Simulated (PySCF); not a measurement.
# MZn cations for M along group 15

r²SCAN with double-zeta basis sets in PySCF, for the lowest determinant that a PBE0 search found; no spin–orbit coupling. De refers to high-spin ground-configuration atoms (the charge goes to the atom of lower measured ionisation energy or higher electron affinity, which is not always the lowest computed limit). A positive dipole points towards Zn; it is taken about the centre of mass and depends on that origin.

```csv
M,basis,charged atom,state (unpaired electrons),Re (Å),ωe (cm⁻¹),De (eV),μ (D)
N,def2-SVP,Zn+,triplet (π ↑↑),1.971,445,1.19,2.43
P,x2c-SVPall,Zn+,triplet (π ↑↑),2.295,311,2.21,1.39
Sb,def2-SVP,Sb+,triplet (π ↑↑),2.579,194,2.68,4.25
Bi,def2-SVP,Bi+,triplet (π ↑↑),2.665,168,n/a,5.03
```

The shortest bond is that of ZnN⁺ (1.971 Å), the longest that of ZnBi⁺ (2.665 Å).

The rows differ in basis set, which adds steps of its own.

Down a group the atoms grow and get heavier, so bonds lengthen and wavenumbers fall; this series shows no clear exception.

These are scalar-relativistic numbers at best; spin–orbit coupling would shift them, the dissociation energy most. For an ion De counts to the pair picked by the measured ionisation energies or electron affinities, which need not be the lowest pair at this level. States were picked by a PBE0 search and need not be the measured ground states.
